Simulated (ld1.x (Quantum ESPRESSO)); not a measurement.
## Configuration tests for W (Z = 74) (PAW)

| Item | Value |
| --- | --- |
| Element | tungsten (W) |
| Generator | ld1.x (Quantum ESPRESSO) 7.5 |
| Type | PAW |
| Functional | PBE |
| Relativity | scalar-relativistic |
| Frozen core | [Xe] 4f14 |
| Valence charge | 6 |
| Reference configuration | 5d4 6s1.5 6p0.5 |
| Partial waves | 6s (bound): rcut 2.15, rcutus 2.80 bohr; 6s channel at 0.3 Ry: rcut 2.15, rcutus 2.80 bohr; 6p (bound): rcut 2.70, rcutus 3.60 bohr; 6p channel at 3.85 Ry: rcut 2.70, rcutus 3.60 bohr; 5d (bound): rcut 1.60, rcutus 2.15 bohr; 5d channel at 1.8 Ry: rcut 1.60, rcutus 2.15 bohr |
| Local potential | all-electron potential smoothed inside 1.95 bohr (lloc = -2) |
| Core correction | a·sin(br)/r model core, default radius (core density twice the valence density) |
| Augmentation charge | BESSEL, radius 1.20 bohr |

Energies are relative to the spin-unpolarised reference configuration 5d4 6s1.5 6p0.5; without spin polarisation the order of configurations can differ from experiment. Not all tests gave a result: test run stopped at test 5 of 7 (negative rho).

```tsv
valence configuration	charge	ΔE all-electron (eV)	error AE − PS (meV)
5d4 6s2 6p0	0	-2.210	+0.5
5d4 6s0 6p0	+2	22.353	-12
```

Problem. What are ΔE and the potential's error for 5d2 6s0 6p0?

Solution. ΔE = 84.946 eV all-electron; the error (AE − PS) is -764 meV.

Problem. What are ΔE and the potential's error for 5d4 6s1 6p0?

Solution. ΔE = 6.673 eV all-electron; the error (AE − PS) is -1.8 meV.
